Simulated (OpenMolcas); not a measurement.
# Zr2+: effect of the IPEA shift

- Program: OpenMolcas
- Basis: ANO-RCC-VTZP [7s6p4d2f1g]
- Scalar Hamiltonian: DKH2, point nucleus
- Active space: 2 electrons in 10 orbitals (4d 5d)
- State averaging: 2S+1 = 3 even, 10 roots; 2S+1 = 1 even, 15 roots
- Spin-orbit coupling: state interaction with AMFI integrals over the reference wave functions, term energies averaged over their components

Methods on the same reference wave functions:
A. CASSCF
B. SS-CASPT2, IPEA 0 Eh, imaginary shift 0.1 Eh (closed shells correlated: 4s 4p)
C. SS-CASPT2, IPEA 0.25 Eh, imaginary shift 0.1 Eh (closed shells correlated: 4s 4p)

Energies in cm-1 above 4d2 3F2, the measured ground level; measured values from Moore, Atomic Energy Levels, vol. II, NSRDS-NBS 35 (1971 reprint of NBS Circular 467, 1952); NIST levels as listed in Rynkun, Gaigalas and Jonsson, Astron. Astrophys. 637, A10 (2020).

```csv
Level,A,B,C,Measured
4d2 3F2,0.0,0.0,0.0,0.0
4d2 3F3,672,692,695,681
4d2 3F4,1494,1512,1515,1486
4d2 1D2,8963,6320,6000,5742
4d2 3P0,10057,8280,8510,8062
4d2 3P1,10305,8540,8780,8326
4d2 3P2,10914,9090,9300,8838
4d2 1G4,13526,11950,11800,11049
4d2 1S0,31671,24390,24240,23979
```

Deviations, from unrounded energies. A percentage is the sum of absolute deviations over the sum of measured energies, with the sign that they share, or ± where signs differ.

```csv
Against measurement,Levels,A,B,C
mean absolute deviation (cm-1),8,2400,330,330
fine structure of the ground term (%),2,±0.8,+1.7,+2.0
other terms of the ground configuration (%),6,+29.5,+3.9,+4.0
```

B, C lie about equally close to measurement and A furthest from it. The largest miss of B in the table is 4d2 1G4, by +900 cm-1. The ranking rests on the paired levels alone, and a cruder setting can come out closer through cancelling errors.

Between B and C the level of the table that moves most is 4d2 1D2, by 320 cm-1 (lowest in C, highest in B). Moves below CASPT2's spread within the term are not significant.

The two smallest mean deviations differ by little beside CASPT2's spread within terms, so their order carries little weight.

From A to B the spin-free energies of the other terms of 4d2 shown, above 3F, scale by factors of 0.67 to 0.87.

The lowest spin-free term lies below A's lowest term by 0.260 hartree in B, 0.255 hartree in C.

CASPT2 does not keep the components of a term degenerate, so their means are used; among the terms shown or strongly mixed into the levels shown the widest spread is 630 cm-1 (4d2 3F, B). Active for correlation alone: 5d; no level in the range computed is led by a configuration that fills it, so any true level of that kind is missing. Without dynamic correlation excited terms often stand tens of per cent too high (terms of higher spin than the ground term too low), and those without a measured partner can miss by more than the paired ones (holds for A). Some levels mix across a computed gap that differs much from the measured one, so their mixing is not that of the real levels (holds for A). Computed and measured levels are paired by configuration, term and J; levels that our copy of the source lacks, or whose pairing is in doubt (as where it misses far off the trend of its configuration), stay unpaired and out of the deviations. Levels of configurations outside the active space are missing.
